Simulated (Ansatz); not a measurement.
Basis sets compared for the cluster K₅⁺ (the lowest singlet isomer of a short search). Total charge 1; singlet. Geometry PBE/def2-SVP. Ansatz on 4 threads of Arm Neoverse V1 on a shared host; times are rough, and most runs start from earlier orbitals.

```csv
atom,x (Å),y (Å),z (Å)
K1,0.053,-0.045,0.183
K2,-3.843,-1.078,2.354
K3,-3.249,-2.693,-1.482
K4,2.500,3.210,-1.829
K5,4.538,0.606,0.773
```

The restricted singlet is unstable towards broken spin symmetry in Hartree–Fock (as tested in another run); at PBE/def2-SVP, PBE/def2-TZVP, PBE0/def2-SVP, PBE0/def2-TZVP this wasn't settled. The structure comes from a short search, and lower isomers may exist.

```
        level  functions  energy (Eh)  HOMO (eV)  LUMO (eV)  wall time
 PBE/def2-SVP        120   -2998.0173      -5.11      -4.13      3.2 s
PBE0/def2-SVP        120   -2998.2598      -5.41      -3.65      3.6 s
```

Task: Estimate the rows for PBE/def2-TZVP (with forces), PBE0/def2-TZVP.

Result: 
| level | functions | energy (Eh) | HOMO (eV) | LUMO (eV) | wall time |
| --- | --- | --- | --- | --- | --- |
| PBE/def2-TZVP (with forces) | 165 | -2998.4073 | -5.06 | -4.10 | 3.7 s |
| PBE0/def2-TZVP | 165 | -2998.6437 | -5.38 | -3.63 | 5.5 s |
